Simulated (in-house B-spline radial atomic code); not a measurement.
# Cr5+: [Ar] 3d1

Computed with a radial B-spline atomic code at the basis-set limit: non-relativistic CAM-B3LYP, spin-polarised, spherical fractional occupations, exact exchange averaged over the configuration, point nucleus.

Effective charges: Z_r = [3n² - l(l+1)]/(2<r>) from the radius, Z_e = n√(-2ε) from the energy, and Slater's rules. Values are occupation-weighted means over spin.

| shell | electrons | ε (eV) | <r> (bohr) | Z_r | Z_e | Slater |
| --- | --- | --- | --- | --- | --- | --- |
| 1s | 2 | -5956.1 | 0.06419 | 23.37 | 20.92 | 23.70 |
| 2s | 2 | -760.65 | 0.2956 | 20.30 | 14.95 | 19.85 |
| 2p | 6 | -659.53 | 0.2607 | 19.18 | 13.92 | 19.85 |
| 3s | 2 | -159.53 | 0.868 | 15.55 | 10.27 | 12.75 |
| 3p | 6 | -129.68 | 0.8977 | 13.92 | 9.26 | 12.75 |
| 3d | 1 | -84.697 | 0.9499 | 11.05 | 7.49 | 6.00 |

The least bound orbital is 3d up at -84.7 eV, and it is also the most diffuse (<r> = 0.9499 bohr).

The density falls to 0.001 bohr⁻³ at 2.353 bohr; Σ<r²> = 9.157 bohr² gives, by the non-relativistic formula and without the paramagnetism of open shells, a Langevin diamagnetic susceptibility of -7.252×10⁻⁶ cm³/mol.
